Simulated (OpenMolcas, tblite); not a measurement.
**How methods differ on [SiF5]− (SMILES F[Si-](F)(F)(F)F)**

The species is [SiF5]− (6 atoms), meant as a singlet with charge -1. As SMILES, `F[Si-](F)(F)(F)F`. The shape is that of a PBE0-D4/def2-TZVPD optimisation.

```xyz
6

F    -0.7169   -1.1060    1.0235
Si    0.0000    0.0000    0.0000
F    -1.4667    0.5835   -0.3964
F     0.6515   -1.2184   -0.8602
F     0.7165    1.1058   -1.0240
F     0.8155    0.6351    1.2570
```

Each level gives the vertical detachment energy (to the doublet neutral) (eV). The values are calculated.

```tsv
level	kind	program	value (eV)
GFN2-xTB	semi-empirical	tblite	11.44
HF/6-31G* (spherical functions)	Hartree–Fock	OpenMolcas	9.97
SVWN5/6-31G* (spherical functions)	LDA	OpenMolcas	5.89
PBE/6-31G* (spherical functions)	GGA	OpenMolcas	5.62
TPSS/6-31G* (spherical functions)	meta-GGA	OpenMolcas	5.76
B3LYP/6-31G* (spherical functions)	global hybrid	OpenMolcas	6.63
BHLYP/6-31G* (spherical functions)	global hybrid	OpenMolcas	9.23
```

Sets without diffuse functions describe the anion poorly. The values span 5.62 to 11.44 eV. The xTB values lack the empirical shift that such differences need.
